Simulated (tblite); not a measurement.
C₄H₁₁B₂O (doublet state).
Geometry (GFN2-xTB, Å), atoms numbered from 1 in this order:
```xyz
18
C4H11B2O angstrom
B      2.8191   -0.7047    0.6599
B      2.0303   -0.6137   -0.8003
O      0.9648    0.1173   -1.1314
C      0.2614    0.9476   -0.1997
C     -1.0688    0.3788    0.1229
C     -1.1325   -0.8406    0.9693
C     -2.3023    0.8996   -0.5141
H      2.5437   -1.4895    1.4894
H      3.7443   -0.0269    0.9112
H      2.4221   -1.2449   -1.7260
H      0.8791    1.0364    0.7102
H      0.1625    1.9316   -0.6706
H     -0.2576   -1.4704    0.8051
H     -1.1457   -0.5804    2.0344
H     -2.0331   -1.4151    0.7601
H     -2.5890    0.2911   -1.3803
H     -2.1673    1.9220   -0.8610
H     -3.1397    0.8683    0.1846
```

Computed with GFN2-xTB (tblite): harmonic, unscaled wavenumbers at the GFN2-xTB geometry, gas phase. Errors from tens to a few hundred cm⁻¹ against measured bands are possible. Modes of hydrogen on boron can be 10 to 20 % off. One conformer, not necessarily the lowest. Open shells enter through the occupations alone, without spin polarisation, and single modes of such species can be off by tens of per cent. The optimisation stopped once no atom felt more than 0.01 eV/Å.

Lowest wavenumbers of the output (negative numbers stand for imaginary wavenumbers):
```
mode    cm-1
  1     -45.6
  2      27.6
  3      56.8
  4      62.5
  5     132.9
  6     143.1
  7     225.1
  8     275.3
  9     334.1
 10     361.2
 11     454.7
 12     458.1
 13     555.5
 14     699.8
 15     806.9
```

Question: Is this structure a minimum?

Answer: Not by this Hessian. 1 mode is imaginary beyond 20i (46i cm⁻¹), so at this level the point lies at or near a first-order saddle. The curvature is small, so loose convergence or finite differences may be the whole cause.

Question: Which atoms move in the imaginary mode?

Answer: 46i: H14 (hydrogen on carbon) 34 %, H15 (hydrogen on carbon) 23 %, H13 (hydrogen on carbon) 22 %. These are shares of the mass-weighted motion.

Question: What is the remedy?

Answer: Step along that mode in both directions, optimise again with tighter thresholds and repeat the frequencies. The zero-point energy of this point (88.8 kcal/mol) counts the 47 real modes alone, and thermal corrections from it aren't those of a minimum.
